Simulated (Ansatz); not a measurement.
Frontier orbitals of `FC[SiH](F)F`.

Z-matrix (Å, degrees):
```
C
Si 1 1.874
F 1 1.390 2 109.3
H 1 1.095 2 111.4 3 -120.1
H 1 1.096 2 111.1 3 119.8
F 2 1.585 1 109.7 3 68.6
F 2 1.588 1 107.3 3 -174.7
H 2 1.474 1 114.1 3 -53.3
```

Charge 0, multiplicity 1. The geometry is a stationary point of PBE0-D4/def2-TZVP. It is one conformer, not always the lowest. Basis def2-TZVPP, Ansatz.

Orbital energies of one run (eV). Highest occupied ones, from the top: -7.88, -8.95, -9.86, -10.73, -11.04, -11.25, -11.97, -12.42, -12.57, -12.88, -13.06, -14.66, -18.57, -31.55. Empty: -0.46, 0.39, 1.29, 2.04, 2.28, 2.91.

Task: Which functional gave them?
A. HSE06 (plane-wave form)
B. r2SCAN
C. r2SCANh
D. BHLYP

Result: B. HOMO energies: r2SCAN -7.88, HSE06 -8.72, BHLYP -10.68, r2SCANh -8.48 eV.
